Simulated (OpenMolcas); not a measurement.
# N²⁺: effect of the basis set

```yaml
Program: OpenMolcas
Method: "MS-CASPT2, IPEA 0.25 Eh, imaginary shift 0.1 Eh (closed shells correlated: 1s)"
Active_space: 3 electrons in 8 orbitals (2s 2p 3s 3p)
State_averaging: 2S+1 = 4 odd, 1 root; 2S+1 = 2 odd, 11 roots; 2S+1 = 4 even, 3 roots; 2S+1 = 2 even, 9 roots
Spin-orbit_coupling: state interaction with AMFI integrals over the reference wave functions, term energies averaged over their components
```

A. ANO-RCC-VTZP [4s3p2d1f], DKH2, point nucleus; CASPT2 step about 6 core-seconds
B. ANO-R2 [4s4p2d1f], X2C, finite nucleus; CASPT2 step roughly 8 core-seconds
C. ANO-RCC-VQZP [5s4p3d2f1g], DKH2, point nucleus; CASPT2 step about 7 core-seconds
D. ANO-RCC [8s7p4d3f2g], DKH2, point nucleus; CASPT2 step roughly 14 core-seconds

Energies in cm-1 above 2s2 2p 2P* 1/2, the measured ground level; measured values from Moore, Selected Tables of Atomic Spectra, NSRDS-NBS 3, section 5.

```json
{"Level": "2s2 2p 2P* 1/2", "A": "0.0", "B": "0.0", "C": "0.0", "D": "0.0", "Measured": "0.0"}
{"Level": "2s2 2p 2P* 3/2", "A": "168", "B": "168", "C": "170", "D": "171", "Measured": "174"}
{"Level": "2s 2p2 4P 1/2", "A": "55780", "B": "56080", "C": "56160", "D": "56340", "Measured": ""}
{"Level": "2s 2p2 4P 3/2", "A": "55830", "B": "56130", "C": "56220", "D": "56400", "Measured": "57247"}
{"Level": "2s 2p2 4P 5/2", "A": "55930", "B": "56230", "C": "56320", "D": "56490", "Measured": "57328"}
{"Level": "2s 2p2 2D 3/2", "A": "101020", "B": "101050", "C": "100610", "D": "100660", "Measured": "101031"}
{"Level": "2s 2p2 2D 5/2", "A": "101030", "B": "101060", "C": "100620", "D": "100660", "Measured": "101024"}
{"Level": "2s 2p2 2S 1/2", "A": "131550", "B": "131220", "C": "130790", "D": "130820", "Measured": "131004"}
{"Level": "2s 2p2 2P 1/2", "A": "147440", "B": "147190", "C": "146510", "D": "146480", "Measured": "145876"}
{"Level": "2s 2p2 2P 3/2", "A": "147560", "B": "147300", "C": "146630", "D": "146600", "Measured": "145986"}
{"Level": "2p3 4S* 3/2", "A": "185840", "B": "185990", "C": "185900", "D": "186170", "Measured": "186797"}
{"Level": "2p3 2D* 3/2", "A": "204440", "B": "204490", "C": "203980", "D": "204110", "Measured": "203089"}
{"Level": "2p3 2D* 5/2", "A": "204440", "B": "204490", "C": "203980", "D": "204110", "Measured": "203075"}
{"Level": "2p3 2P* 1/2", "A": "231450", "B": "231440", "C": "230650", "D": "230760", "Measured": "230404"}
{"Level": "2p3 2P* 3/2", "A": "231470", "B": "231460", "C": "230660", "D": "230780", "Measured": "230409"}
```

Deviations, from unrounded energies. A percentage is the sum of absolute deviations over the sum of measured energies, with the sign that they share, or ± where signs differ.

```json
{"Against measurement": "mean absolute deviation (cm-1)", "Levels": "13", "A": "950", "B": "830", "C": "580", "D": "560"}
{"Against measurement": "fine structure of the ground term (%)", "Levels": "1", "A": "-3.5", "B": "-3.5", "C": "-2.4", "D": "-2.2"}
{"Against measurement": "other configurations (%)", "Levels": "12", "A": "±0.7", "B": "±0.6", "C": "±0.4", "D": "±0.4"}
```

C, D lie about equally close to measurement and A furthest from it. The largest miss of D in the table is 2p3 2D* 5/2, by +1000 cm-1. The ranking rests on the paired levels alone, and a cruder setting can come out closer through cancelling errors.

The two smallest mean deviations differ by little beside CASPT2's spread within terms, so their order carries little weight.

Among A to D the level of the table that moves most is 2s 2p2 2P 1/2, by 960 cm-1 (lowest in D, highest in A). Moves below CASPT2's spread within the term are not significant.

Term energies are means over components that CASPT2 splits; among the terms shown or strongly mixed into the levels shown the widest spread is 580 cm-1 (2p3 2D*, A). Active for correlation alone: 3p 3s; no level in the range computed is led by a configuration that fills them, so any true level of that kind is missing. Computed and measured levels are paired by configuration, term and J; levels that our copy of the source lacks, or whose pairing is in doubt (as where it misses far off the trend of its configuration), stay unpaired and out of the deviations. Levels of configurations outside the active space are missing.

* marks odd parity.
